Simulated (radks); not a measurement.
Problem. The praseodymium ion Pr11+ is in [Kr] 4d10 5s2. Method: Dirac Kohn-Sham, BLYP, spin-unpolarised, spherical densities, finite nucleus; Fermi nuclear charge, rms radius of each element as measured or else 0.836 A^(1/3) + 0.57 fm; computed with a radial shooting solver on a logarithmic mesh with Libxc functionals. Sub-shells are occupied by j as written (lower j first in brackets). One electron is removed from 5s1/2, 4d5/2, 4d3/2, 4p3/2 in turn, with full relaxation. Which removal costs least, and what does each cost?

Solution. 5s1/2 200.81 eV; 4d5/2 306.05 eV; 4d3/2 310.13 eV; 4p3/2 408.83 eV. The 5s1/2 electron leaves first.
